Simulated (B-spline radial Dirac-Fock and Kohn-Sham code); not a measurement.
## The L3-M23M23 Auger spectrum of La²⁺

System: the La²⁺ ion, 1s2 2s2 2p6 3s2 3p6 3d10 4s2 4p6 4d10 5s2 5p6 5d1, inside a Watson sphere of charge -2 and radius 1.6 Å (a model of the Madelung potential; inside it an electron's potential energy is raised by 18.0 eV).

Input of the calculation (task.json; shells as n, l, electrons):

```json
{"items": [{
  "Z": 57,
  "q": 2,
  "cfg": [[1, 0, 2], [2, 0, 2], [2, 1, 6], [3, 0, 2], [3, 1, 6], [3, 2, 10], [4, 0, 2], [4, 1, 6], [4, 2, 10], [5, 0, 2], [5, 1, 6], [5, 2, 1]],
  "A": 139,
  "rrms": 4.855,
  "watson": [-2, 1.6],
  "do": ["binding", "quiet", "double"]
}]}
```

Command: `python xray_run.py task.json out`

Calculated with a B-spline atomic structure program, using Dirac-Fock energy differences between relaxed states, corrected for Breit and QED terms. The two-hole levels come from diagonalising the Coulomb interaction among the jj configurations; intensities are independent-particle Coulomb rates. Kinetic energies are from the vacuum level. Correlation and solid-state effects are left out. Open outer shells are spectators and are not coupled to the holes.

| kinetic energy (eV) | J | leading jj holes (weight) | leading LS term (weight) | intensity (%) |
| --- | --- | --- | --- | --- |
| 2999.5 | 0 | M2M2 (0.99) | ³P0 (0.59) | 0.6 |
| 3084.4 | 2 | M2M3 (1.00) | ¹D2 (0.72) | 30.3 |
| 3091.6 | 1 | M2M3 (1.00) | ³P1 (1.00) | 12.9 |
| 3157.5 | 0 | M3M3 (0.99) | ¹S0 (0.59) | 13.1 |
| 3170.6 | 2 | M3M3 (1.00) | ³P2 (0.72) | 43.2 |

The strongest line, by its leading LS label ³P2, lies at 3170.6 eV. The mean weight of the leading component is 1.00 in jj and 0.72 in LS coupling, so jj labels describe these levels better.
